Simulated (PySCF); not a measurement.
C2H9FOSi2, SMILES O[C@H]([SiH3])C[SiH2]F.

Geometry optimised at B3LYP-D3(BJ)/def2-SVP. The structure was generated by enumeration; whether it is a known compound was not checked. One conformer was computed; it need not be the lowest.

All values below come from TDA-M06-2X/def2-SVPD in PySCF 2.14.0.

Vertical excitations. 

```
state  energy (eV)  λ (nm)      f                                                              main pairs
-----  -----------  ------  -----  ----------------------------------------------------------------------
S1            6.69     185  0.001                      HOMO→LUMO 51 %, HOMO→LUMO+1 28 %, HOMO→LUMO+3 11 %
S2            7.13     174  0.024                      HOMO→LUMO 40 %, HOMO→LUMO+3 31 %, HOMO→LUMO+1 18 %
S3            7.57     164  0.002                                      HOMO→LUMO+3 45 %, HOMO→LUMO+1 33 %
S4            7.74     160  0.013                                                        HOMO−1→LUMO 63 %
S5            7.84     158  0.010  HOMO→LUMO+2 24 %, HOMO→LUMO+4 21 %, HOMO→LUMO+6 20 %, HOMO→LUMO+1 10 %
S6            8.02     155  0.141   HOMO→LUMO+4 28 %, HOMO→LUMO+5 23 %, HOMO→LUMO+2 21 %, HOMO→LUMO+6 6 %
T1            6.42     193      0     HOMO→LUMO 45 %, HOMO→LUMO+1 24 %, HOMO→LUMO+3 11 %, HOMO→LUMO+2 7 %
T2            6.70     185      0                      HOMO→LUMO+3 38 %, HOMO→LUMO 34 %, HOMO→LUMO+1 10 %
```
Triplets are in the Tamm–Dancoff approximation.
